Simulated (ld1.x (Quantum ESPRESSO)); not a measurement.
## Which change was made? (Ti, TM)

titanium, norm-conserving Troullier–Martins (Kleinman–Bylander form), made with ld1.x (Quantum ESPRESSO) 7.5 (PBE, scalar-relativistic). Core [Ne], reference 3s2 3p6 3d2 4s2 4p0. Waves: 3p (bound): rc 0.90 bohr; 3d (bound): rc 1.25 bohr; 3s (bound): rc 1.25 bohr. Local part: the s channel. Core correction: none.

Occupied shells without a wave of their own: 4s. They enter only through the test configuration that unscreens the potential.

Cutoffs, loose and tight: the cutoffs (Ry, on a coarse ladder) from which the occupation-weighted sum of valence levels, in a spherical-Bessel basis at the reference potential, stays within 10 and 1 mRy of its value at 400 Ry. They do not see the model core or the augmentation charge, which bear on the density cutoff. Test errors are all-electron minus pseudo excitation energies from the reference, over the configurations 3s2 3p6 3d2 4s1 4p0; 3s2 3p6 3d2 4s0 4p0; 3s2 3p6 3d1 4s0 4p0; 3s2 3p6 3d2 4s0 4p1; 3s1 3p6 3d2 4s2 4p0; 3s2 3p5 3d2 4s2 4p0; 3s2 3p6 3d1 4s2 4p1; variants that change the core or the reference have their own tests.

The base gives: outcome: generated; cutoff, loose: 110 Ry; cutoff, tight: 180 Ry; bound ghosts: none; largest test error (meV): -815.

(1) After one change the result is: outcome: generated; cutoff, loose: 140 Ry; cutoff, tight: 180 Ry; bound ghosts: none; largest test error (meV): -817. Which change was it?
A. wave 3d (bound): rc 1.25 bohr becomes 3d (bound): rc 1.06 bohr
B. wave 3d (bound): rc 1.25 bohr becomes 3d (bound): rc 1.86 bohr
C. wave 3d (bound): rc 1.25 bohr becomes 3d (bound): rc 0.90 bohr

Results:

(1) A. The others give: wave 3d (bound): rc 1.25 bohr becomes 3d (bound): rc 0.90 bohr → outcome: generated; cutoff, loose: 180 Ry; cutoff, tight: 230 Ry; bound ghosts: none; largest test error (meV): -817 | wave 3d (bound): rc 1.25 bohr becomes 3d (bound): rc 1.86 bohr → outcome: generated; cutoff, loose: 90 Ry; cutoff, tight: 160 Ry; bound ghosts: none; largest test error (meV): -784.
